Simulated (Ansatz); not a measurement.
Al₉N₉H₂₆, a nanocrystal cut from wurtzite AlN (hydrogen-capped). The state is a triplet with charge 0. Geometry PBE-D4/def2-SVP, that of the neutral singlet; atoms count from 1.

```xyz
44

N     0.671   -2.883    1.304
Al   -1.026   -2.066    0.817
N    -1.483   -1.148    2.535
Al   -0.127   -1.469   -1.987
N    -0.678   -0.590   -0.318
Al   -2.287    0.268   -0.828
Al   -1.754    0.763    2.427
N    -2.773    1.237    0.854
N    -1.846    1.773   -1.977
Al    2.023   -1.698    2.115
Al    2.929   -1.297   -0.947
N     1.631   -0.738   -2.297
N     2.240   -0.411    0.689
Al    0.679    0.561    0.275
N     0.020    1.383    1.947
Al    1.592    1.177   -2.690
N     0.967    1.946   -0.971
Al   -0.565    3.090   -1.258
H     0.520   -3.715    1.896
H     1.127   -3.251    0.443
H    -2.238   -3.063    0.529
H    -2.257   -1.634    3.014
H    -0.651   -1.259    3.155
H    -0.119   -3.045   -1.599
H    -1.239   -0.975   -3.061
H    -3.584   -0.574   -1.226
H    -2.358    1.383    3.769
H    -3.791    1.204    1.014
H    -2.543    2.241    0.686
H    -1.393    1.414   -2.844
H    -2.702    2.246   -2.307
H     3.360   -2.471    2.531
H     1.201   -0.976    3.347
H     2.730   -2.889   -0.680
H     4.404   -0.738   -1.247
H     1.975   -1.170   -3.175
H     2.998    0.236    0.967
H     0.679    1.169    2.715
H     0.007    2.411    1.839
H     0.382    1.455   -3.741
H     3.051    1.766   -3.010
H     1.750    2.546   -0.660
H    -1.209    3.477    0.209
H    -0.311    4.318   -2.250
```

Single mean-field runs in def2-TZVP are fitted with def2-universal-jkfit. At PBE0-D4/def2-TZVP a singlet of charge 0 lies 6.01 eV below the triplet at the same geometry.

Estimate the Mulliken populations of the heavy atoms from the PBE0/def2-TZVP orbitals of Ansatz.


```csv
atom,charge (e),spin (α − β)
N1,-0.49,0.00
Al2,0.22,0.05
N3,-0.50,0.00
Al4,0.08,0.12
N5,-0.20,0.05
Al6,0.22,0.05
Al7,0.27,0.14
N8,-0.50,0.00
N9,-0.49,0.00
Al10,0.20,0.08
Al11,0.07,0.28
N12,-0.38,-0.05
N13,-0.24,-0.05
Al14,-0.12,0.18
N15,-0.38,-0.07
Al16,0.07,0.28
N17,-0.24,-0.05
Al18,0.20,0.08
```
Mulliken values depend strongly on the basis.

Where does the spin sit?

Summed by element: N -0.15, Al 1.27, H 0.88, of 2 unpaired in all. Largest on single atoms: Al11 0.28, Al16 0.28, Al14 0.18.

And the Mayer bond orders between heavy atoms (over 0.3)?

N1–Al2 0.81 (1.94 Å); N1–Al10 0.70 (1.97 Å); Al2–N3 0.70 (2.00 Å); Al2–N5 0.84 (1.89 Å); N3–Al7 0.78 (1.93 Å); Al4–N5 0.71 (1.97 Å); Al4–N12 0.82 (1.93 Å); N5–Al6 0.84 (1.89 Å); N5–Al14 1.02 (1.88 Å); Al6–N8 0.70 (2.00 Å); Al6–N9 0.81 (1.94 Å); Al7–N8 0.78 (1.93 Å); Al7–N15 0.75 (1.94 Å); N9–Al18 0.70 (1.97 Å); Al10–N13 0.75 (1.93 Å); Al11–N12 0.75 (1.95 Å); Al11–N13 0.70 (1.98 Å); N12–Al16 0.75 (1.95 Å); N13–Al14 0.96 (1.89 Å); Al14–N15 0.75 (1.98 Å); Al14–N17 0.96 (1.89 Å); Al16–N17 0.70 (1.98 Å); N17–Al18 0.75 (1.93 Å).
